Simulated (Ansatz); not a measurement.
The same ligand exchange along the group B, Al, Ga.

Gas-phase electronic energies from Ansatz, PBE0-D4/def2-TZVP geometries. CCSD(T)/CBS is the MP2 limit (def2-TZVPP, def2-QZVPP) plus CCSD(T) − MP2 in def2-TZVPP, frozen cores. This one scheme is used for every species. DFT in def2-TZVPP. For Ga outer-core shells are correlated without core-valence functions, which leaves a few kJ/mol of doubt a bond. Scalar relativity is left out up to krypton. One conformer a species, not always the lowest.

```csv
reaction,LDA (SPW92) (kJ/mol),MP2/CBS(def2) (kJ/mol),revPBE-D4 (kJ/mol),CCSD(T)/CBS(def2) (kJ/mol)
`NB(N)N` + H–F → `NB(N)F` + NH₃,-65,-61,-65,-65
`[NH2][Al]([NH2])[NH2]` + H–F → `[NH2][Al]([NH2])[F]` + NH₃,-102,-106,-105,-107
`[NH2][Ga]([NH2])[NH2]` + H–F → `[NH2][Ga]([NH2])[F]` + NH₃,-58,-52,-63,-55
```

Largest T1 diagnostic: 0.013, for `[NH2][Ga]([NH2])[F]`.
